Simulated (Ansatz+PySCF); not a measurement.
# sextet CrF: levels of theory in one basis

```xyz
2

Cr    0.0000    0.0000    0.0000
F     0.0000    0.0000    1.7840
```

Basis set: def2-SVP (spherical functions). Frozen core: 6 orbitals. Correlation on ROHF uses semicanonical orbitals with singles. Charge 0, multiplicity 6.

Computed with Ansatz (development build ahead of 0.2.0); each method stands on the lowest determinant of its kind that the runs found.

```csv
method,E − E(ROHF) (eV),<S²> of the determinant
ROHF,0.00,8.75
UHF,-0.08,8.76
ROHF-MP2,-10.57,–
UHF-MP2,-10.59,8.76
```

Question: Is a single determinant a sound starting point here?

Answer: By this sign, yes. Unrestricted orbitals gain 0.08 eV and <S²> is 8.76 against 8.75 for a pure state.

Caution: other spin multiplicities were not run.
